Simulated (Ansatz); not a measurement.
The cluster Li₃Sn₂, relaxed as a doublet with UKS PBE0-D4/def2-TZVP in Ansatz, starting from the GFN2-xTB geometry. Force threshold 0.02 eV/Å.

In the def2 sets Sn takes a core potential; there is no spin–orbit coupling. The structure comes from a short search, and lower isomers may exist.

Start:

```tsv
atom	x (Å)	y (Å)	z (Å)
Li1	1.2730	0.9270	-0.0527
Li2	-1.2437	0.8885	-0.7471
Li3	0.5647	-0.3092	-2.2000
Sn4	-0.1653	-1.4936	0.4199
Sn5	-0.4287	-0.0126	2.5799
```

(1) Estimate the energy that the relaxation releases and the steps that it takes.

(2) Does the start keep its bonding and symmetry?

(3) Predict the relaxed structure.

Results:

(1) 12.6 kcal/mol, in 13 steps; 81 s on 2 threads of Arm Neoverse V2 on a shared host. No frequencies were taken in this run, so the end may be a saddle point.

(2) Bonds lost: Li1–Li3, Li2–Li3 (atoms count from 1). Bonds formed: Li2–Sn5 (atoms count from 1). The end is the same structure that another start reached, the lowest one found.

(3) 
Cartesian coordinates in Å:
```
Li 1.459 1.000 0.315
Li -1.488 0.942 -0.353
Li 0.554 -0.682 -2.388
Sn -0.002 -1.392 0.129
Sn -0.523 0.132 2.298
```
Bond lengths (bridged metal pairs left out): 5 × Li–Sn 2.67 to 2.94 Å; 1 × Li–Li 3.02 Å; 1 × Sn–Sn 2.70 Å.
